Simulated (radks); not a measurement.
Values are calculated unless marked as measured or tabulated.
Question: These are the eigenvalues of the occupied orbitals of an atom or ion with whole-number occupations (eV). Code: a radial shooting solver on a logarithmic mesh with Libxc functionals. Model: scalar-relativistic Kohn-Sham, PBE, spin-unpolarised, spherical densities, point nucleus.

| orbital | eigenvalue |
|---|---|
| 1s | -53716.20 |
| 2s | -8990.546 |
| 2p | -7982.501 |
| 3s | -2045.097 |
| 3p | -1735.718 |
| 3d | -1338.081 |
| 4s | -448.4237 |
| 4p | -346.2671 |
| 4d | -207.1333 |
| 5s | -95.2005 |
| 5p | -69.3498 |
| 4f | -55.0226 |

Which element is it, and in what charge state? The configuration may be excited.

Answer: Z = 66, dysprosium, charge +4: Dy4+ in [Xe] 4f8. The list shows which subshells hold electrons but not how many an open one holds; the 1s level, -1974 hartree, gives Z - s = 62.8 by -(Z - s)^2/2, which with screening and relativity narrows Z to a few neighbours, and the depths of the outer levels then fix element, charge and occupations together.
